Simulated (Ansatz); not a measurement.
System: sum formula H9Si3NO (charge 0, singlet). SMILES: [SiH3]N[SiH2]O[SiH3]
Coordinates optimised at B3LYP-D3(BJ)/def2-TZVP (Ansatz, a quantum-chemistry and plane-wave program):
```
Si
O 1 1.6367
Si 2 1.6334 1 153.11
N 1 1.7161 2 112.32 3 -160.93
H 4 1.0115 1 115.31 2 87.68
Si 4 1.7331 5 115.94 1 172.16
H 1 1.4761 2 107.96 3 79.95
H 6 1.4789 4 106.87 5 179.45
H 3 1.4790 2 108.65 1 163.35
H 1 1.4797 7 112.05 2 118.99
H 3 1.4813 9 109.39 2 -120.32
H 3 1.4824 9 109.39 11 -119.27
H 6 1.4829 8 109.85 4 120.65
H 6 1.4838 8 109.26 13 117.62
```
Charge 0, spin multiplicity 1.

Quantity: atomisation energy (electronic, to ground-state atoms); the coupled-cluster value holds the core correlation from cc-pwCVTZ, in kJ/mol. Correlated levels leave the core frozen unless marked. UHF or UKS for open shells. No spin-orbit coupling. Non-relativistic. CBS(X,Y): correlation extrapolated as X^-3; Hartree-Fock from the larger set.

Level to compare with: CCSD(T)/CBS(cc-pV(T+d)Z,cc-pV(Q+d)Z) plus the core term (Ansatz), 4708.5 kJ/mol. It is a level with limits of its own, and the differences hold the functionals' basis error too.

Question: Rank these functionals by how close they come to CCSD(T)/CBS(cc-pV(T+d)Z,cc-pV(Q+d)Z), closest first: CAM-B3LYP/def2-TZVPD (Ansatz); PBE/def2-TZVPD (Ansatz); BHLYP/def2-TZVPD (Ansatz).

Answer: CAM-B3LYP/def2-TZVPD (range-separated hybrid, 4683.9 kJ/mol, difference -24.6), PBE/def2-TZVPD (GGA, 4597.7 kJ/mol, difference -110.8), BHLYP/def2-TZVPD (global hybrid, 4569.9 kJ/mol, difference -138.6)
